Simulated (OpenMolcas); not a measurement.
# O2+: Slater's ratio, the spin-orbit constant, worked from levels

```
Program             : OpenMolcas
Basis               : ANO-R2 [4s4p2d1f]
Scalar Hamiltonian  : X2C, finite nucleus
Active space        : 4 electrons in 9 orbitals (RAS2 2s 2p; RAS3 3d, at most 2 electrons)
State averaging     : 2S+1 = 3 even, 6 roots; 2S+1 = 1 even, 11 roots; 2S+1 = 5 odd, 1 root; 2S+1 = 3 odd, 9 roots; 2S+1 = 1 odd, 8 roots
Spin-orbit coupling : RASSI with atomic mean-field integrals over the reference wave functions, term energies averaged over their components
```

Methods: RASSCF; MS-RASPT2, IPEA 0.25 Eh, imaginary shift 0.1 Eh (closed shells correlated: 1s).

**Slater's ratio.** With one set of orbitals, p2 has 1D - 3P = 6 F2 and 1S - 1D = 9 F2 (F2 = F²/25), a ratio of 3/2. Term energies are centres of gravity, weighted by 2J + 1.

```tsv
Source	1D - 3P	1S - 3P	F2 from the first	Ratio
RASSCF	22112	46387	3685	1.098
MS-RASPT2	20659	43765	3443	1.118
```

Energies in cm-1. A ratio away from 3/2 shows effects beyond one configuration with one set of orbitals, and in heavier atoms second-order spin-orbit shifts.

**The spin-orbit constant.** For the Hund term 3P of p2, E(J) = (A/2) J(J+1) + constant and ζ = 2S·A = 2A. From J = 0 to J = 2 the energy changes by 3 A.

```tsv
Source	E(2) - E(0)	A	ζ
RASSCF	301.9	100.6	201
MS-RASPT2	302.6	100.9	202
```

All in cm-1. Both methods take the spin-orbit matrix elements from the reference wave functions, so the second can move ζ only through the term energies and any multistate remixing. Second-order mixing with other terms is absorbed into this ζ.

CASPT2 does not keep the components of a term degenerate, so their means are used; among the terms shown or strongly mixed into the levels shown the widest spread is 15 cm-1 (2s2 2p2 1D, MS-RASPT2). Active for correlation alone: 3d; no level in the range computed is led by a configuration that fills it, so any true level of that kind is missing. Levels of configurations outside the active space are missing.
